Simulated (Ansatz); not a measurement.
`[CH3][V](=[O])([OH])[F]` + HCl → `[O]=[V]([OH])([F])[Cl]` + CH₄ at 700 K and 1 bar (ligand exchange at a V–C bond).

Program: Ansatz. Geometries: PBE0-D4/def2-TZVP. ΔE: electronic, gas phase. CBS: MP2 limit from def2 TZ/QZ plus the TZ coupled-cluster correction, frozen cores. This one scheme is used for every species. For V outer-core shells are correlated without core-valence functions, which leaves a few kJ/mol of doubt a bond. Scalar relativity is left out up to krypton. Each species was taken in one conformer, which may not be the lowest.

| species | CCSD(T)/CBS energy (Eh) | H − E (kJ/mol) | S (J/(mol·K)) |
| --- | --- | --- | --- |
| `[CH3][V](=[O])([OH])[F]` | -1234.17043 | 220.1 | 458.0 |
| HCl | -460.38127 | 38.4 | 211.8 |
| `[O]=[V]([OH])([F])[Cl]` | -1654.14507 | 117.9 | 423.1 |
| CH₄ | -40.46206 | 145.9 | 224.0 |

H − E and S are ideal-gas, rigid-rotor, harmonic terms from PBE0-D4/def2-TZVP, for one conformer and one mirror image of each species. 1 Eh = 2625.50 kJ/mol, R = 8.31446 J/(mol·K).

Problem. By hand: ΔE, ΔH, ΔS and ΔG.

Solution. ΔE = (-1654.14507) + (-40.46206) − (-1234.17043) − (-460.38127) = -0.05543 Eh = -145.5 kJ/mol. Δ(H − E) = 117.9 + 145.9 − 220.1 − 38.4 = 5.3, so ΔH = -140.2 kJ/mol. ΔS = 423.1 + 224.0 − 458.0 − 211.8 = -22.7 J/(mol·K). ΔG = -140.2 − 700 × (-22.7)/1000 = -124.3 kJ/mol.

Problem. By hand: the equilibrium constant, and the temperature at which ΔG would vanish if ΔH and ΔS stayed fixed.

Solution. log₁₀ K = −ΔG/(RT ln 10) = 9.3. ΔG = 0 at ΔH/ΔS = 6176 K, far beyond where these terms or the molecules hold.

ΔH outweighs TΔS. A doubt of 5 kJ/mol in ΔE shifts log₁₀ K by 0.4 here. Other conformers and mirror images would add mixing entropy, several J/(mol·K) or more a flexible species. These are equilibria of isolated gas molecules and say nothing of rates. Largest T1 diagnostic: 0.032 (customary marks: 0.02 for closed shells, 0.045 for open ones).
